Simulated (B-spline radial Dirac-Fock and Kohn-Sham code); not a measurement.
# Ionisation of each subshell: Ta³²⁺

System: tantalum as Ta³²⁺ in the configuration [Kr] 4d5; nuclear rms radius 5.3507 fm (A = 181).

Method: Dirac-Fock (average of configuration) total-energy differences with a finite nucleus, the Breit interaction including its frequency dependence, and self-energy and vacuum-polarisation corrections. Computed with a radial finite-basis atomic code. Correlation energy is missing from these numbers. Energies are counted from the vacuum level.

All terms are in eV, carry their sign (relaxation lowers the binding energy) and add up to the binding energy; ⟨r⟩ is the mean radius of the orbital in the initial state.

```
subshell  −ε (Koopmans)  relaxation    Breit      QED  binding energy  ⟨r⟩ (bohr)
       K        69083.1      -62.35  -220.07  -114.63         68686.1       0.019
      L1        13038.7      -27.27   -24.86   -16.60         12970.0       0.078
      L2        12490.2      -31.68   -40.70     0.11         12417.9       0.065
      L3        11217.8      -28.74   -25.01    -1.55         11162.5       0.073
      M1         3988.9       -7.68    -4.80    -3.87          3972.6       0.202
      M2         3748.0       -8.48    -7.95    -0.05          3731.5       0.192
      M3         3465.0       -7.52    -4.62    -0.38          3452.4       0.206
      M4         3065.8       -9.59    -3.51     0.32          3053.1       0.181
      M5         3004.9       -9.17    -2.30     0.15          2993.6       0.185
      N1         1686.0       -1.21    -1.36    -1.13          1682.3       0.423
      N2         1578.2       -1.29    -2.21    -0.01          1574.7       0.422
      N3         1496.2       -1.12    -1.26    -0.11          1493.7       0.444
    N4,5         1321.6       -1.18    -0.65     0.06          1319.8       0.444
```

For the deepest level, K (1s), the Breit terms make up -0.320 % of the binding energy, QED -0.167 % and orbital relaxation -0.091 %.

Spin-orbit splittings: 2p 1255.4 eV, 3p 279.0 eV, 3d 59.45 eV, 4p 80.99 eV.

Going to the tabulated ground configuration of the next ion removes an electron from N4,5 (4d), computed at 1319.8 eV. NIST lists 1313 ± 4 eV as the ionisation energy of this species (theoretical), -6.85 eV from the computed value. Where a p, d or f shell is open in either ion the computed value averages over both j values and all terms, while the table refers to the lowest levels; that difference holds spin-orbit splitting (largest in heavy or highly charged ions), term energies where several electrons share open shells, and correlation, and it can reach 10 % or more.
